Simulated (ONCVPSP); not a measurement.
## u(r) = r·R(r): atom against pseudo-atom (N (Z = 7))

Columns: radius, all-electron u(r) and pseudo u(r) of the 2p shell (level -7.30 eV) of nitrogen in the configuration [He] 2s1.5 2p3.5; PBE, scalar-relativistic, ONCV scheme, ONCVPSP 4.0.1.

| r (bohr) | all-electron | pseudo |
| --- | --- | --- |
| 0.095 | 0.0670 | 0.0259 |
| 0.190 | 0.1991 | 0.0996 |
| 0.285 | 0.3402 | 0.2101 |
| 0.380 | 0.4669 | 0.3419 |
| 0.475 | 0.5710 | 0.4778 |
| 0.570 | 0.6520 | 0.6020 |
| 0.665 | 0.7114 | 0.7029 |
| 0.760 | 0.7510 | 0.7745 |
| 0.855 | 0.7736 | 0.8157 |
| 0.950 | 0.7823 | 0.8302 |
| 1.045 | 0.7798 | 0.8238 |
| 1.140 | 0.7687 | 0.8034 |
| 1.235 | 0.7511 | 0.7750 |
| 1.330 | 0.7288 | 0.7432 |
| 1.425 | 0.7032 | 0.7106 |
| 1.520 | 0.6753 | 0.6784 |
| 1.615 | 0.6461 | 0.6470 |
| 1.710 | 0.6161 | 0.6163 |
| 1.805 | 0.5861 | 0.5861 |
| 1.900 | 0.5562 | 0.5562 |
| 1.995 | 0.5269 | 0.5269 |
| 2.090 | 0.4983 | 0.4983 |
| 2.185 | 0.4706 | 0.4706 |
| 2.280 | 0.4440 | 0.4440 |
| 2.375 | 0.4184 | 0.4184 |
| 2.470 | 0.3940 | 0.3940 |

Question: How many radial nodes do the two functions have?

Answer: The all-electron 2p function has n − l − 1 = 0; the pseudo-wave has 0.

Question: At about which radius was the pseudo-wave matched?

Answer: 1.90 bohr. The columns agree to 0.0005 from 1.71 bohr on; several derivatives are matched, so the curves merge somewhat inside the radius.

Question: Is the pseudo-wave norm-conserving?

Answer: Yes: the ONCV scheme keeps the norm inside the radius equal to the all-electron one, which fixes the energy derivative of the logarithmic derivative at the level.
